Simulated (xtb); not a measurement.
F₆S, charge -1, doublet, at a GFN2-xTB geometry (a state made from the parent by changing its charge; the spin is typed, not shown lowest); GFN0-xTB run with xtb.

xtb was given this input:
```
$ xtb mol.xyz --gfn 0 --chrg -1 --uhf 1 --ohess --json

# file mol.xyz
7

F      0.67469720    -0.51413191    -1.55482398
S     -0.00000000    -0.00000000    -0.00000000
F      1.44577462    -0.60277396     0.82669513
F     -0.76911961    -1.58409516     0.19006075
F     -1.44577462     0.60277396    -0.82669513
F      0.76911961     1.58409516    -0.19006075
F     -0.67469720     0.51413191     1.55482398
```

What the program printed (banner, timings and long lists left out):

```
   ID    Z sym.   atoms
    1    9 F      1, 3-7
    2   16 S      2

           -------------------------------------------------
          |                Calculation Setup                |
           -------------------------------------------------

           -------------------------------------------------
          |                 G F N 0 - x T B                 |
           -------------------------------------------------

          ...................................................
          :                      SETUP                      :
          :.................................................:
          :  # basis functions                  34          :
          :  # atomic orbitals                  33          :
          :  # shells                           15          :
          :  # electrons                        49          :
          :  electronic temp.          300.0000000     K    :
          :  accuracy                    1.0000000          :
          :  -> integral cutoff          0.2500000E+02      :
          :  -> integral neglect         0.1000000E-07      :
          ...................................................

         :::::::::::::::::::::::::::::::::::::::::::::::::::::
         ::                     SUMMARY                     ::
         :::::::::::::::::::::::::::::::::::::::::::::::::::::
         :: total energy             -27.827949824231 Eh    ::
         :: gradient norm              0.058219867291 Eh/a0 ::
         :: HOMO-LUMO gap              5.886433993708 eV    ::
         ::.................................................::
         :: H0 energy                -26.452455245361 Eh    ::
         :: repulsion energy           0.008831617169 Eh    ::
         :: electrostat energy        -1.382255637422 Eh    ::
         :: -> Gsolv                   0.000000000000 Eh    ::
         ::    -> Gsasa                0.000000000000 Eh    ::
         ::    -> Gshift               0.000000000000 Eh    ::
         :: dispersion energy         -0.002070558617 Eh    ::
         :: short-range corr.          0.000000000000 Eh    ::
         :: add. restraining           0.000000000000 Eh    ::
         :: total charge              -1.000000000000 e     ::
         :::::::::::::::::::::::::::::::::::::::::::::::::::::

      -----------------------------------------------------------
     |                   =====================                   |
     |                        A N C O P T                        |
     |                   =====================                   |
     |               Approximate Normal Coordinate               |
     |                Rational Function Optimizer                |
      -----------------------------------------------------------
      -----------------------------------------------------------
     |                   =====================                   |
     |                        A N C O P T                        |
     |                   =====================                   |
     |               Approximate Normal Coordinate               |
     |                Rational Function Optimizer                |
      -----------------------------------------------------------

          ...................................................
          :                      SETUP                      :
          :.................................................:
          :   optimization level            normal          :
          :   max. optcycles                   200          :
          :   ANC micro-cycles                  20          :
          :   degrees of freedom                15          :
          :.................................................:
          :   RF solver                   davidson          :
          :   write xtbopt.log                true          :
          :   linear?                        false          :
          :   energy convergence         0.5000000E-05 Eh   :
          :   grad. convergence          0.1000000E-02 Eh/α :
          :   maxmium RF displ.          1.0000000          :
          :   Hlow (freq-cutoff)         0.1000000E-01      :
          :   Hmax (freq-cutoff)         5.0000000          :
          :   S6 in model hess.         20.0000000          :
          ...................................................

generating ANC from exact Hessian ...
Using Lindh-Hessian (1995)
 Shifting diagonal of input Hessian by    0.0000000000000000
 Lowest  eigenvalues of input Hessian
    0.000000    0.000000    0.000000    0.000000    0.000000    0.000000
    0.061357    0.061357    0.061357    0.066364    0.066365    0.066365
    0.130053    0.130053    0.130053    0.447662    0.447662    0.460807
 Highest eigenvalues
    0.447662    0.447662    0.460807    1.497698    1.497699    1.497699

........................................................................
.............................. CYCLE    1 ..............................
........................................................................
 * total energy  :   -27.8279498 Eh     change        0.0000000E+00 Eh
   gradient norm :     0.0582199 Eh/α   predicted     0.0000000E+00 (   0.00%)
   displ. norm   :     0.1243883 α      lambda       -0.7241873E-02
   maximum displ.:     0.1243883 α      in ANC's #12, #11, #10, ...

........................................................................
.............................. CYCLE    2 ..............................
........................................................................
 * total energy  :   -27.8337645 Eh     change       -0.5814635E-02 Eh
   gradient norm :     0.0358664 Eh/α   predicted    -0.3676961E-02 ( -36.76%)
   displ. norm   :     0.1922084 α      lambda       -0.6893813E-02
   maximum displ.:     0.1922084 α      in ANC's #12, #11, #10, ...

........................................................................
[...]
 * total energy  :   -27.8378338 Eh     change       -0.4069339E-02 Eh
 * total energy  :   -27.8380605 Eh     change       -0.2267438E-03 Eh
 * total energy  :   -27.8380651 Eh     change       -0.4546068E-05 Eh
   *** GEOMETRY OPTIMIZATION CONVERGED AFTER 5 ITERATIONS ***
         :: total energy             -27.838065087937 Eh    ::
[...]
     6   9 F    0.897 --     2 S    0.653
     7   9 F    0.897 --     2 S    0.653
 ---------------------------------------------------------------------------

Topologies differ in total number of bonds
Writing topology from bond orders to xtbtopo.mol

 dipole moment from electron density (au)
     X       Y       Z
   0.0000  -0.0000   0.0000  total (Debye):    0.000

           -------------------------------------------------
          |               Frequency Printout                |
           -------------------------------------------------
 projected vibrational frequencies (cm⁻¹)
eigval :       -0.00    -0.00    -0.00     0.00     0.00     0.00
eigval :     -465.58  -465.58  -465.58     9.25     9.25    63.61
eigval :       63.61    63.61    87.14    87.14    87.14   160.06
eigval :      160.06   160.06   405.65
 reduced masses (amu)
   1: 21.70   2: 19.70   3: 20.44   4: 19.70   5: 20.00   6: 21.05   7: 23.39   8: 23.39
   9: 23.39  10: 19.00  11: 19.00  12: 19.00  13: 19.00  14: 19.00  15: 19.00  16: 19.00
  17: 19.00  18: 24.80  19: 24.80  20: 24.80  21: 19.00
 IR intensities (km·mol⁻¹)
   1:  6.29   2:  1.63   3:  3.36   4:  1.63   5:  2.33   6:  4.78   7:  9.38   8:  9.38
   9:  9.38  10:  0.00  11:  0.00  12:  0.00  13:  0.00  14:  0.00  15:  0.00  16:  0.00
  17:  0.00  18:  9.78  19:  9.78  20:  9.78  21:  0.00
 Raman intensities (Ä⁴*amu⁻¹)
   1:  0.00   2:  0.00   3:  0.00   4:  0.00   5:  0.00   6:  0.00   7:  0.00   8:  0.00
   9:  0.00  10:  0.00  11:  0.00  12:  0.00  13:  0.00  14:  0.00  15:  0.00  16:  0.00
  17:  0.00  18:  0.00  19:  0.00  20:  0.00  21:  0.00
 output can be read by thermo (or use thermo option).
 writing <g98.out> molden fake output.
 recommended (thermochemical) frequency scaling factor: 1.0
           -------------------------------------------------
          |             Thermodynamic Functions             |
           -------------------------------------------------

oh  symmetry found (for desy threshold:  0.10E+00) used in thermo

          ...................................................
          :                      SETUP                      :
          :.................................................:
          :  # frequencies                          12      :
          :  # imaginary freq.                       3      :
          :  linear?                             false      :
          :  only rotor calc.                    false      :
          :  symmetry                               oh      :
          :  rotational number                      24      :
          :  scaling factor                  1.0000000      :
          :  rotor cutoff                   50.0000000 cm⁻¹ :
          :  imag. cutoff                  -20.0000000 cm⁻¹ :
          :.................................................:

    mode    ω/cm⁻¹     T·S(HO)/kcal·mol⁻¹    T·S(FR)/kcal·mol⁻¹   T·S(vib)
   ------------------------------------------------------------------------
       1      9.25    -2.43483 (  0.12%)    -1.55445 ( 99.88%)    -1.55548
       2      9.25    -2.43440 (  0.12%)    -1.55423 ( 99.88%)    -1.55526
       3     63.61    -1.29459 ( 72.37%)    -0.98495 ( 27.63%)    -1.20902
       4     63.61    -1.29457 ( 72.37%)    -0.98494 ( 27.63%)    -1.20902
       5     63.61    -1.29457 ( 72.37%)    -0.98494 ( 27.63%)    -1.20901
       6     87.14    -1.11010 ( 90.22%)    -0.89178 (  9.78%)    -1.08875
       7     87.14    -1.11010 ( 90.22%)    -0.89177 (  9.78%)    -1.08875
       8     87.14    -1.11009 ( 90.22%)    -0.89177 (  9.78%)    -1.08874
       9    160.06    -0.76002 ( 99.06%)    -0.71175 (  0.94%)    -0.75956
      10    160.06    -0.76001 ( 99.06%)    -0.71175 (  0.94%)    -0.75956
      11    160.06    -0.76001 ( 99.06%)    -0.71175 (  0.94%)    -0.75956
   ------------------------------------------------------------------------

   temp. (K)  partition function   enthalpy   heat capacity  entropy
                                   cal/mol     cal/K/mol   cal/K/mol   J/K/mol
 298.15  VIB  0.525E+07             5476.532     19.792     42.140
         ROT  0.134E+05              888.752      2.981     21.871
         INT  0.705E+11             6365.284     22.773     64.011
         TR   0.171E+28             1481.254      4.968     40.829
         TOT                        7846.5379    27.7412   104.8393   438.6476

       T/K    H(0)-H(T)+PV         H(T)/Eh          T*S/Eh         G(T)/Eh
   ------------------------------------------------------------------------
    298.15    0.125043E-01    0.155947E-01    0.498125E-01   -0.342178E-01
   ------------------------------------------------------------------------

         :::::::::::::::::::::::::::::::::::::::::::::::::::::
         ::                  THERMODYNAMIC                  ::
         :::::::::::::::::::::::::::::::::::::::::::::::::::::
         :: total free energy         -27.872282877257 Eh   ::
         ::.................................................::
         :: total energy              -27.838065087937 Eh   ::
         :: zero point energy           0.003090483686 Eh   ::
         :: G(RRHO) w/o ZPVE           -0.037308273006 Eh   ::
         :: G(RRHO) contrib.           -0.034217789319 Eh   ::
         :::::::::::::::::::::::::::::::::::::::::::::::::::::
imag cut-off (cm-1) :    5.00
 found            3  significant imaginary frequencies
 writing imag mode distorted coords to xtbhess.xyz
 for further optimization.

optimized geometry written to: xtbopt.xyz

           -------------------------------------------------
          | TOTAL ENERGY              -27.838065087937 Eh   |
          | TOTAL ENTHALPY            -27.822470350154 Eh   |
          | TOTAL FREE ENERGY         -27.872282877257 Eh   |
          | GRADIENT NORM               0.000505132701 Eh/α |
          | HOMO-LUMO GAP               4.975662393450 eV   |
           -------------------------------------------------

normal termination of xtb
```
